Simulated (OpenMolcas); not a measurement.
# Computed transition rates of Sn

```yaml
Program: OpenMolcas
Method: "SS-RASPT2, IPEA 0.25 Eh, imaginary shift 0.1 Eh (closed shells correlated: 4d)"
Basis: ANO-RCC-VTZP [7s6p4d2f1g]
Scalar_Hamiltonian: DKH2, point nucleus
Active_space: 4 electrons in 9 orbitals (RAS2 5s 5p; RAS3 5d, at most 2 electrons)
State_averaging: 2S+1 = 3 even, 3 roots; 2S+1 = 1 even, 6 roots; 2S+1 = 5 odd, 1 root; 2S+1 = 3 odd, 8 roots; 2S+1 = 1 odd, 5 roots (0 in the spin-orbit step)
Spin-orbit_coupling: state interaction with AMFI integrals over the reference wave functions, term energies averaged over their components
```

Rates come from the transition moments of the reference wave functions (E1 and E2 in the length form). At fixed line strength A goes as λ^-3 for E1 and M1 and as λ^-5 for E2, so a rate at the computed wavelength can be rescaled to the measured one. Measured vacuum wavelengths follow from level energies in NIST Handbook of Basic Atomic Spectroscopic Data. Branching counts decays inside the model space alone, at computed energies, and the table is only a selection of the E2 and M1 lines, drawn from those between levels with measured partners whose computed energy lies within a factor of 1.5 of the measured one.

```tsv
Upper	Lower	Type	λ computed (nm)	λ measured (nm)	A computed (s-1)	A rescaled (s-1)	Branching %
5s2 5p2 3P1	5s2 5p2 3P0	M1	6930	5911	5.29e-02	8.52e-02	100.0
5s2 5p2 3P2	5s2 5p2 3P1	M1	6116	5761	5.57e-02	6.66e-02	99.4
5s2 5p2 3P2	5s2 5p2 3P0	E2	3249	2917	3.05e-04	5.23e-04	0.5
5s2 5p2 1D2	5s2 5p2 3P2	M1	1695	1929	4.63e-01		56.8
5s2 5p2 1D2	5s2 5p2 3P2	E2	1695	1929	6.91e-03		0.8
5s2 5p2 1D2	5s2 5p2 3P1	M1	1327	1445	3.41e-01		41.9
5s2 5p2 1S0	5s2 5p2 1D2	E2	1136	1170	1.21e+00	1.04e+00	15.8
5s2 5p2 1S0	5s2 5p2 3P2	E2	680.1	728.1	4.72e-01		6.1
5s2 5p2 1S0	5s2 5p2 3P1	M1	612.1	646.4	6.01e+00		78.1
```

Spin-changing lines and M1 lines between different terms are not rescaled, since their strength hangs on the term gaps too.

The largest correction is for 5s2 5p2 3P2 → 5s2 5p2 3P0 (E2): 3.05e-04 × (3249 / 2917)^5 = 5.23e-04 s-1, a factor of 1.71.

No measured rate stands beside these. Rescaling mends the energy factor alone: line strengths can still be far off where a level mixes with configurations outside the active space, and weak or spin-changing lines hang on small mixing coefficients that depend on the term gaps too, so rescaling need not improve them.

CASPT2 does not keep the components of a term degenerate, so their means are used; among the terms shown or strongly mixed into the levels shown the widest spread is 11 cm-1 (5s2 5p2 1D). Some high roots are left out of the spin-orbit mixing, which shifts the levels that they would mix with. Active for correlation alone: 5d; no level in the range computed is led by a configuration that fills it, so any true level of that kind is missing. Computed and measured levels are paired by configuration, term and J; levels that our copy of the source lacks, or whose pairing is in doubt (as where it misses far off the trend of its configuration), stay unpaired. Only configurations of the active space appear.
